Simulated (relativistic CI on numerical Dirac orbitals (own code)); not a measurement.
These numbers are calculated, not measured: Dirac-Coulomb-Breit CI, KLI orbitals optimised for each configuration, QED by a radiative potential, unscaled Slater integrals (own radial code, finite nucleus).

Configuration list (outside the closed core 1s2): 2s2, 2s 2p, 2p2, 2p 3s, 2p 3p, 2s 3s, 2s 3p, 2s 3d, 2s 4s, 2s 4p, 2s 4d, 2s 4f, 2s 5s, 3s2, 2s 5p, 2s 5d, 2s 5f, 2s 5g, 3s 3p, 3p2. Levels of other configurations are missing.

At this charge energies of transitions that change n are usually good to better than 1 %, and those within a shell (Δn = 0) to a few per cent.

Outline of the computed level scheme of Bi LXXX. Lowest level of each configuration: 2s2 1S_0 at 0.0 eV; 2s 2p 3P°_0 at 214.6 eV; 2p2 3P_0 at 594.5 eV; 2s 3s 3S_1 at 14400.8 eV; 2s 3p 3P°_1 at 14498.5 eV; 2p 3s 3P°_0 at 14662.9 eV; 2p 3p 3D_1 at 14721.3 eV; 2s 3d 3D_1 at 15282.1 eV; 2s 4s 3S_1 at 19302.0 eV.

Some strong electric-dipole decays among the lowest 36 levels: 2s 3d 3D_3 → 2s 2p 3P°_2 (2.7e+15 s⁻¹); 2s 3d 3D_2 → 2s 2p 3P°_1 (2.7e+15 s⁻¹); 2s 3d 3D_1 → 2s 2p 3P°_0 (1.8e+15 s⁻¹); 2p 3p 3P_0 → 2s 2p 3P°_1 (1.3e+15 s⁻¹); 2s 3d 1D_2 → 2s 2p 1P°_1 (1.3e+15 s⁻¹); 2s 3d 1D_2 → 2s 2p 1P°_1 (1.2e+15 s⁻¹); 2p 3p 3P_1 → 2s 2p 3P°_2 (1.0e+15 s⁻¹); 2s 3p 1P°_1 → 2s2 1S_0 (1.0e+15 s⁻¹).

LS names give the leading component of a level, which can be under half, so a name can repeat, a term be missing and a line seem to break the LS rules.
